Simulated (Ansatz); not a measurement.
C$_{4}$H$_{9}$O$_{3}$Si (SMILES C=C[Si]([O])(OC)OC), doublet, geometry from GFN2-xTB; B3LYP5/STO-3G (Ansatz, a program for electronic structure).

Here is a job for Ansatz.
Ansatz 0.2 input:
```yaml
crystal:
  periodic: [false, false, false]
  atoms:
    - {symbol: C, position_ang: [-1.16378327, 2.32077789, -0.05444850]}
    - {symbol: C, position_ang: [-0.20918460, 1.61039233, 0.46448743]}
    - {symbol: Si, position_ang: [0.17195920, -0.25332511, -0.23780180]}
    - {symbol: O, position_ang: [0.23081552, -0.04888493, -1.75200223]}
    - {symbol: O, position_ang: [-1.03336833, -0.98953057, 0.58055555]}
    - {symbol: C, position_ang: [-2.35345598, -0.98209564, 0.15310211]}
    - {symbol: O, position_ang: [1.42126644, -0.66730468, 0.71372810]}
    - {symbol: C, position_ang: [2.75347124, -0.53276168, 0.33469852]}
    - {symbol: H, position_ang: [-1.42283444, 3.29964269, 0.33355655]}
    - {symbol: H, position_ang: [-1.73379526, 1.99095718, -0.90701580]}
    - {symbol: H, position_ang: [0.43190449, 1.84288055, 1.29258962]}
    - {symbol: H, position_ang: [-2.42452562, -1.17284166, -0.91923206]}
    - {symbol: H, position_ang: [-2.88925905, -1.75808322, 0.70236234]}
    - {symbol: H, position_ang: [-2.81735583, -0.01255099, 0.36673452]}
    - {symbol: H, position_ang: [3.33276586, -1.29381403, 0.86055344]}
    - {symbol: H, position_ang: [3.12893806, 0.45592086, 0.61599108]}
    - {symbol: H, position_ang: [2.87473949, -0.65767598, -0.74160333]}
basis:
  gaussian:
    orbitals: STO-3G
hamiltonian:
  xc: b3lyp5
magnetization: {spin_polarized: true, initial_magnetization: 1}
accuracy: high
```

Question: Write the output that Ansatz gives for this input, abridged.

Answer: 
```
Functional definition: B3LYP5
1214 factors; integrals over basis functions are off by at most 4.9e-9 eV
mean field evaluation 1: about -18067.0929 eV, gradient 2.9e1 eV
mean field evaluation 2: about -17952.2271 eV, gradient 1.1e2 eV
mean field evaluation 4: about -18073.9257 eV, gradient 1.2e1 eV
mean field evaluation 8: about -18074.9044 eV, gradient 6.1e-1 eV
mean field evaluation 16: about -18074.8268 eV, gradient 8.7e-3 eV
mean field evaluation 32: about -18074.8268 eV, gradient 1.2e-6 eV
mean field -18074.82682546 eV, -664.2376342781 hartree, gradient 9.3e-8 eV, S^2 0.755976; 2 other end points of the search recorded, 0 dependent functions left out
reference -18074.82687027 eV, -664.2376359247 hartree; 36, 35 occupied and 17, 18 virtual orbitals, 1214 factors
Total energy: -18074.82687027 eV, -664.2376359247 hartree
```
